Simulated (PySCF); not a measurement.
NH3BH2NH2BH2NH2BH3, B3H14N3.
Z-matrix (Å and degrees, PBE0-D3(BJ)/def2-SVP geometry), rows numbered from 1:
```
B 
N   1  1.5997
B   2  1.5795  1  120.09
N   3  1.5948  2  107.21  1   -45.64
B   4  1.5740  3  119.39  2   110.32
N   5  1.5944  4  106.37  3   -42.31
H   1  1.2233  2  109.34  3   176.48
H   1  1.2372  2  107.77  3   -63.98
H   1  1.2378  2  108.80  3    56.37
H   2  1.0211  1  107.70  3  -126.31
H   2  1.0202  1  107.54  3   122.16
H   3  1.2280  2  108.46  1    73.88
H   3  1.2246  2  110.03  1  -164.46
H   4  1.0183  3  108.88  2  -126.30
H   4  1.0245  3  107.32  2   -11.81
H   5  1.2200  4  110.45  3    74.83
H   5  1.2221  4  110.42  3  -158.92
H   6  1.0222  5  110.16  4    74.57
H   6  1.0389  5  112.02  4   -41.71
H   6  1.0189  5  111.13  4  -164.48
```

Computed with PySCF at PBE0/pcSseg-1, non-relativistic, on one gas-phase PBE0-D3(BJ)/def2-SVP geometry that isn't relaxed in the solvent. The solvent is an IEF-PCM continuum (Bondi radii, 1.10 Å for H, scaled by 1.2). The model holds no explicit solvent molecules, cavitation or dispersion.

```tsv
run	E − E(gas) (kJ/mol)	HOMO (eV)	HOMO–LUMO gap (eV)	dipole (D)
gas	0.00	-7.71	8.43	1.60
P	-58.71	-7.93	9.31	1.82
Q	-60.18	-7.94	9.32	1.82
```

Question: The runs were made in acetonitrile and water. Which run belongs to which solvent?

Answer: P = acetonitrile, Q = water. The dielectric constants are 35.69 (acetonitrile), 78.36 (water), and the energy falls further as ε rises. In this model the ground state sees the solvent through ε alone.

Question: How constant is the ratio of the lowering to (ε − 1)/(2ε + 1)?

Answer: 
```
     solvent  (ε − 1)/(2ε + 1)  E − E(gas) (kJ/mol)  ratio (kJ/mol)  polarisation term (kJ/mol)
acetonitrile             0.479               -58.71          -122.5                      -66.33
       water             0.490               -60.18          -122.7                      -68.20
```

The ratio changes by +0.2 % in size from acetonitrile to water. The polarisation term is half the interaction of the solute with the induced surface charges.

Hardware: one thread, Arm Neoverse V1 (aarch64), shared host with 32 logical CPUs at a one-minute load of 21. Cost: 22 s, 1.1 GiB resident at most. This is the whole shielding run at PBE0/pcSseg-1 in water, SCF included.
